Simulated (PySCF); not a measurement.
Spectrum to structure. Theory: TDDFT PBE0/def2-SVPD, vertical, gas phase, core orbitals frozen in the response (PySCF 2.14.0, density-fitted response routines). Geometries: GFN2-xTB, one conformer each.

| state | E (eV) | f | main configurations (H = HOMO, L = LUMO) |
| --- | --- | --- | --- |
| S1 | 4.51 | 0.0012 | H-1→L (97%) |
| S2 | 5.10 | 0.0004 | H→L+1 (99%) |
| S3 | 5.43 | 0.334 | H→L (93%) |
| S4 | 5.85 | 0.0048 | H→L+2 (99%) |
| S5 | 6.03 | 0.019 | H-1→L+1 (99%) |
| S6 | 6.75 | 0.0024 | H-1→L+2 (97%) |
| S7 | 6.81 | 0.023 | H→L+3 (88%), H→L+4 (9%) |
| S8 | 6.89 | 0.0004 | H-2→L+1 (62%), H-5→L+1 (12%), H-3→L+1 (10%) |

Task: Which candidate is it?
A. `C=NC(=C)O[SiH2]C#N`
B. `C=NC(=C)O[SiH2]NC`
C. `C=NC(=C)O[SiH2]C=O`

Result: A. Its S1, at 4.51 eV, is the highest among the candidates; the nearest of the others has S1 at 4.09 eV. S1 is HOMO-1→LUMO (97%). Löwdin shares by element: HOMO carbon 69% or more, oxygen 12% (atoms not listed hold the other 19%); LUMO carbon 60% or more, nitrogen 20% or more (atoms not listed hold the other 20%). At the same level the other candidates give, for their lowest levels:
- `C=NC(=C)O[SiH2]C=O`: 3.22 eV (f 0.015); 3.99 eV (f 0.069); 4.11 eV (f 0.005); 4.63 eV (f 0.024); 5.47 eV (f 0.014); T1 2.78 eV; HOMO -6.47, LUMO -2.05 eV
- `C=NC(=C)O[SiH2]NC`: 4.09 eV (f 0.054); 4.45 eV (f 0.024); 5.05 eV (f 0.018); 5.66 eV (f 0.001); 6.05 eV (f 0.008); T1 3.02 eV; HOMO -6.50, LUMO -1.29 eV

Shape of the structure used: `[CH2:1]=[N:2][C:3](=[CH2:4])[O:5][SiH2:6][C:7]#[N:8]`: C1–N2–C3–C4 178°, N2–C3–O5–Si6 -172°, C3–O5–Si6–C7 -60°.
Triplets come from the Tamm–Dancoff approximation.
